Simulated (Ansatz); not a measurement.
Geometry optimisation, RHF/def2-TZVP (Ansatz).

Input file:

```yaml
crystal:
  periodic: [false, false, false]
  atoms:
    - { symbol: "N", position_ang: [0.9387, 1.2254, 0.0309] }
    - { symbol: Ga, position_ang: [0.7078, -0.3702, 0.5441] }
    - { symbol: F, position_ang: [0.7266, -1.5127, 0.7072] }
    - { symbol: S, position_ang: [-1.1928, -1.593, -0.1453] }
    - { symbol: H, position_ang: [1.29386, 1.47485, 1.02004] }
    - { symbol: H, position_ang: [1.85329, 1.09295, -0.49005] }
    - { symbol: H, position_ang: [-1.7653, -0.4185, -0.6903] }
basis:
  gaussian: { orbitals: def2-TZVP }
hamiltonian:
  xc: hf
relax:
  f_tol: 0.015
  max_steps: 40
output:
  orbitals: {}
```

Launched with:

```bash
$ ansatz run input.yaml --threads 2 --pin off --max-ram 3072MiB --backend cpu --events-out ev --progress --plain --runs-dir out
```

Question: Where does it end, and by what steps?

Answer: The forces met the threshold. The force dipped under the threshold on the way, but the program's further checks kept it going. After 17 steps the energy has fallen by 22.552 eV; H6 moved furthest, 1.20 Å. The start is strongly strained (largest force component 103 eV/Å).

```
step  energy less start (eV)  largest force component (eV/Å)  accepted
   0                  0.0000                         103.490       yes
   1                -15.4923                          19.320       yes
   2                -19.2128                           7.810       yes
   3                -21.3340                           2.143       yes
   4                -22.0292                           1.380       yes
   5                -22.1915                           1.494       yes
   6                -22.2031                           1.458       yes
   7                -22.2973                           0.488       yes
   8                -22.3489                           0.438       yes
   9                -22.4059                           0.604       yes
  10                -22.4666                           0.646       yes
  11                -22.4857                           1.255       yes
  12                -22.5465                           0.362       yes
  13                -22.5381                           1.048        no
  14                -22.5501                           0.179       yes
  15                -22.5516                           0.010       yes
  16                -22.5516                           0.015        no
  17                -22.5516                           0.010       yes
```

```xyz
7
Properties=species:S:1:pos:R:3
N 1.187 0.982 0.214
Ga 0.424 -0.629 0.463
F 1.254 -1.718 1.529
S -1.444 -1.392 -0.412
H 2.036 1.248 0.657
H 0.827 1.701 -0.368
H -1.721 -0.292 -1.106
```

Whether the end is a true minimum wasn't checked by a vibrational analysis.

Time of the run: 51 s on 2 threads of AMD EPYC 7R13 Processor (Zen 3), with other jobs on the host, peak memory 0.48 GiB.
